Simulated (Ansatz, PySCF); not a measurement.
Donor–acceptor adduct: AlH3 (SMILES [AlH3]) (first 4 atoms) with H2S (SMILES S); geometry from B3LYP-D3(BJ)/def2-TZVP, rigid monomers moved along the line of their centres of mass till Al1···S5 is 3.61 Å.
(charge 0, multiplicity 1):
```xyz
7

Al    -0.25202    -0.12635     0.49226
H     -1.00169    -1.49315     0.80040
H     -1.11701     1.19677     0.33868
H      1.19678    -0.18373    -0.15600
S      0.90050     0.60424     3.83058
H      1.40633    -0.60445     4.13274
H     -0.24645     0.36841     4.49164
```

Quantity: the interaction energy.

Interaction energies are E(AB) − E(A) − E(B) at the monomers' geometry in the complex; basis-set methods are counterpoise corrected.

Correlated levels freeze the cores. CBS: X⁻³ extrapolation of the correlation energy, Hartree–Fock from the larger set.

Codes used: Ansatz (a first-principles code); PySCF for the dispersion terms. Values without a source in brackets are computed.

Costs are ratios of core time to PBE/def2-TZVPPD (roughly 4 s), for whole runs (searches for the state included, and forces where a run took them) on one shared machine, so rough; each difference counts from -248.9 meV (CCSD(T)/CBS(aug-cc-pV(D+d)Z, aug-cc-pV(T+d)Z), a level with limits of its own).

A star marks coupled-cluster runs past 200 virtual orbitals, where the program's memory plan changes under this machine's limit, so their costs aren't comparable with smaller runs.

```
level                      basis functions  cost  difference (meV)
-------------------------  ---------------  ----  ----------------
PBE/def2-TZVPPD                        184    ×1              -2.9
PBE-D3(BJ)/def2-TZVPPD                 184    ×1             -37.3
PBE0/def2-TZVPPD                       184    ×2               6.1
PBE0-D3(BJ)/def2-TZVPPD                184    ×2             -29.4
B3LYP/def2-TZVPPD                      184    ×2              42.6
B3LYP-D3(BJ)/def2-TZVPPD               184    ×2             -20.7
r2SCAN/def2-TZVPPD                     184    ×2             -16.6
r2SCAN-D3(BJ)/def2-TZVPPD              184    ×2             -30.4
CCSD(T)/aug-cc-pV(D+d)Z                109    ×4               5.5
wB97X-V/def2-TZVPPD                    184    ×4             -12.5
wB97M-V/def2-TZVPPD                    184    ×4             -15.0
CCSD(T)/aug-cc-pV(T+d)Z                225  ×40*               3.5
```

With a budget of 10 times the cost of PBE/def2-TZVPPD, the closest level: PBE/def2-TZVPPD, at -2.9 meV; next is CCSD(T)/aug-cc-pV(D+d)Z at 5.5 meV.
